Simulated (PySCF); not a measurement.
**[Eu(NH3)3]3+ at several levels of theory**

Computed with PySCF 2.14.0 (density fitting, no spin-orbit coupling) at the geometry relaxed with BP86:

```xyz
13
[Eu(NH3)3]3+ (singlet in the valence; each metal's 4f electrons, 6 of them, lie in its core potential, out of spins and levels)
Eu    0.0000    0.0000    0.7560
N     2.3349   -0.0004    0.0096
H     3.0306   -0.2796    0.7422
H     2.5715   -0.6404   -0.7847
H     2.7072    0.9216   -0.3183
N    -1.1671    2.0222    0.0096
H    -1.2732    2.7644    0.7422
H    -0.7312    2.5471   -0.7847
H    -2.1518    1.8837   -0.3183
N    -1.1677   -2.0219    0.0096
H    -1.7574   -2.4848    0.7422
H    -1.8403   -1.9068   -0.7847
H    -0.5555   -2.8053   -0.3183
```

| level | basis | state | HOMO (eV) | gap (eV) | charge on Eu1 (e) | population of f-type functions on Eu1 (polarisation alone where 4f lies in the core) | dipole about the centre of mass (D) | largest force component (eV/Å) |
| --- | --- | --- | --- | --- | --- | --- | --- | --- |
| BP86 | Eu lcecp-1-SVP with ECP52, N def2-SVP, H def2-SVP | singlet | -22.93 | 5.75 | 1.73 | 0.03 | 2.61 | 0.01 |
| PBE0 | the same | singlet | -24.36 | 8.03 | 1.85 | 0.03 | 2.42 | 0.39 |
| BP86 | Eu lcecp-1-TZVP with ECP52, N def2-TZVP, H def2-TZVP | singlet | -22.86 | 5.76 | 2.04 | 0.04 | 2.59 | 0.40 |

In the lcecp rows the 4f levels are missing from HOMO and gap, and the state counts the valence alone.

Charges are Mulliken's, which hang on the basis. The relaxation used the grid (50, 194), these runs (75, 302) or, all-electron (x2c bases, spin-free X2C Hamiltonian), (99, 590).

Task: A further run in the first row's basis gives HOMO (eV) -22.94, gap (eV) 5.92, charge on Eu1 (e) 1.79, population of f-type functions on Eu1 (polarisation alone where 4f lies in the core) 0.03, dipole about the centre of mass (D) 2.51, largest force component (eV/Å) 0.24. Which level was it?
A. HF
B. wB97X
C. TPSS

Result: C. The others give HOMO -26.83 eV (wB97X); -28.09 eV (HF).

In the first row's basis the gap widens with exact exchange: 5.7 to 5.9 eV for BP86, TPSS (none); 8.0 eV for PBE0 (a fixed share); 12.8 to 15.0 eV for wB97X, Hartree–Fock (rising or full at long range).

A frequency check found unstable modes (2, the lowest at -12 cm⁻¹), so the relaxed geometry is a saddle point, or these are noise. An lcecp potential fixes the number of 4f electrons, so in runs with it no electron can move into or out of that shell.
